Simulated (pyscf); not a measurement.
PySCF, gas phase, ωB97X-D3(BJ)/def2-SVP geometries.

Task: Estimate the classical barrier height and the reaction energy of `[NH2][SiH2][NH][SiH2][NH2]` + `[GeH2]` [singlet] → `[NH2][SiH2][NH][SiH2][NH][GeH3]` at ωB97M-D3(BJ)/def2-TZVP. The step runs on the singlet surface, breaks H–N and forms Ge–N, Ge–H; take the separated reactants as zero.

Result: ΔE‡ = 83.8 kJ/mol, ΔE = -169.8 kJ/mol. Zero-point energy shifts the barrier by -0.4 kJ/mol. It is an insertion, with an imaginary mode of 1624i cm⁻¹. On the reactant side the descent ends in an adduct with a Ge–N contact, 121.8 kJ/mol under the separated species and 188.4 kJ/mol under the saddle at ωB97X-D3(BJ)/def2-TZVP. What is counted as formed (Ge–N) is already present as a longer contact in the reactant adduct; forming that adduct is a step of its own. At ωB97X-D3(BJ)/def2-TZVP the barrier from the zero used here is 66.6 kJ/mol. This is the saddle that the search found; another between the same sides may lie lower. Elements up to Kr have no core potential and no relativistic terms here.
